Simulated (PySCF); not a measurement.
Ga(Cl)(Me)(NH2) (CH5ClGaN), SMILES [CH3][Ga]([NH2])[Cl].

The structure is a stationary point at PBE0-D3(BJ)/def2-SVP. The structure was generated by enumeration; whether it is a known compound was not checked. Other conformers were not sampled.

Two levels are set side by side: PBE/def2-TZVP (PySCF) and M06-2X/def2-TZVP (PySCF). Same geometry, gas phase. Differences are taken from unrounded values.

| quantity | M06-2X |
|---|---|
| orbital gap (eV) | 9.34 |
| highest occupied level (eV) | -8.97 |
| lowest empty level (eV) | 0.37 |
| dipole moment (D) | 2.91 |
| mean polarisability (bohr³) | 57.1 |

### Question
What does PBE give, and how far is it from M06-2X? (Estimate from the structure and the level; the computed values follow.)

### Answer

| quantity | PBE | PBE minus M06-2X |
|---|---|---|
| orbital gap (eV) | 5.19 | -4.15 |
| highest occupied level (eV) | -6.14 | 2.83 |
| lowest empty level (eV) | -0.94 | -1.32 |
| dipole moment (D) | 2.88 | -0.03 |
| mean polarisability (bohr³) | 60.9 | 3.8 |

PBE's occupied levels lie high since its potential decays too fast outside the molecule; exact exchange lowers them and widens the gap. PBE's more diffuse valence density responds more strongly to a field. Differences between two approximate levels are no errors against the true value.

Rough cost on one machine, each run with all the roots and properties that it gave: M06-2X against PBE about 3 times.
